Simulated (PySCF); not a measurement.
A calculated (M06-2X, PySCF 2.14, aug-cc-pwCVTZ-DK3 with one added diffuse shell each of s, d, f type, the spin-free X2C one-electron Hamiltonian (Gaussian nucleus)) atom or ion has these occupied shells.

```tsv
shell	electrons	orbital energy (eV)	rms radius, mean of both spins (bohr)
1s α	1	-85638.4	0.0184
1s β	1	-85638.4	0.0184
2s α	1	-15329.6	0.0743
2s β	1	-15329.5	0.0743
2p α	3	-13265.5	0.0683
2p β	3	-13265.5	0.0683
3s α	1	-3704.7	0.190
3s β	1	-3704.7	0.190
3p α	3	-3104.7	0.192
3p β	3	-3104.6	0.192
3d α	5	-2448.8	0.176
3d β	5	-2448.8	0.176
4s α	1	-856.19	0.417
4s β	1	-856.09	0.417
4p α	3	-657.00	0.445
4p β	3	-656.96	0.445
4d α	5	-414.04	0.473
4d β	5	-414.01	0.473
5s α	1	-160.76	0.931
5s β	1	-160.43	0.931
4f α	7	-146.20	0.511
4f β	7	-146.18	0.511
5p α	3	-103.55	1.07
5p β	3	-103.33	1.07
5d α	5	-37.592	1.46
5d β	5	-37.105	1.46
6s α	1	-27.854	2.40
```

Task: Name the element and its charge.

Result: Tl²⁺ (thallium, charge +2), in [Xe] 4f14 5d10 6s1, 2S determinant.
